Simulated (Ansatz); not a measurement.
System: CH3Cd, net charge 1, singlet state. SMILES: [CH3][Cd+]
Geometry from a B3LYP-D3(BJ)/def2-TZVP (Ansatz, an electronic-structure program) optimisation:
```
C
H 1 1.0845
H 1 1.0845 2 115.26
H 1 1.0845 2 115.26 3 -138.11
Cd 1 2.2011 2 102.77 4 -110.94
```
Charge +1, spin multiplicity 1.

Computed values are from Ansatz. Correlated levels leave the core frozen unless marked. UHF or UKS for open shells. Spin-orbit coupling is left out. Frozen are the shells of the preceding noble gas and the d and f shells that filled before the atom's block. In def2 rows, elements after Kr have scalar-relativistic effective core potentials. CBS(X,Y): correlation extrapolated as X^-3; Hartree-Fock from the larger set. [CCSD(T)-MP2]/basis is that difference in the basis named.

```
Property                                                                                                                                Result
-------------------------------------------------------------------  -------------------------------------------------------------------------
vertical ionisation energy (to the doublet)                          16.43 eV at RI-MP2/CBS(def2-TZVPPD,def2-QZVPPD)+[CCSD(T)-MP2]/def2-TZVPPD
vertical electron affinity (to the doublet; negative means unbound)   6.96 eV at RI-MP2/CBS(def2-TZVPPD,def2-QZVPPD)+[CCSD(T)-MP2]/def2-TZVPPD
vertical triplet-singlet gap                                          2.58 eV at RI-MP2/CBS(def2-TZVPPD,def2-QZVPPD)+[CCSD(T)-MP2]/def2-TZVPPD
total energy                                                                              -206.9130 Eh at CCSD(T)/CBS(def2-TZVPPD,def2-QZVPPD)
T1 diagnostic                                                                                                        0.017 at CCSD/def2-QZVPPD
```

The Hartree-Fock reference is unstable (checked in the largest basis), which strains HF and MP2.
